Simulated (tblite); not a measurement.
Task: Write Cartesian coordinates for `C1=CO[SiH2]C1` as optimised with GFN2-xTB.

Result: 
```
atom  x, y, z in Å
C1    -1.224    0.138   -0.069
C2    -0.621    1.153   -0.663
O3     0.747    1.170   -0.687
Si4    1.402   -0.145    0.067
C5    -0.301   -0.892    0.517
H6    -2.293    0.040   -0.001
H7    -1.080    1.999   -1.147
H8     2.185    0.318    1.207
H9     2.161   -0.911   -0.915
H10   -0.493   -1.871    0.077
H11   -0.477   -0.995    1.589
```

Any rigid rotation of these coordinates is as good. Atoms count from 1 in this order. The C–C distances run from 1.322 Å (C1=C2, drawn double) to 1.502 Å (C1–C5, drawn single), a spread of 0.180 Å. The 5-membered ring C1–C2–O3–Si4–C5 has internal angles of 93.7° to 118.3°; it is planar, 0.00 Å rms from its mean plane, widest ring torsion 0°. Si4 (oxygen-bound silicon) has angles from 93.7° to 114.7°. The 5 heavy atoms lie in one plane (0.000 Å rms).

Bonds between heavy atoms (Å): C1=C2 1.322, C2–O3 1.368, O3–Si4 1.651, Si4–C5 1.913, C1–C5 1.502.

The geometry is computed with GFN2-xTB (gas phase).

Point group: Cs (tolerance 0.08 Å). Its GFN2-xTB frequencies are all real (lowest 146 cm⁻¹).
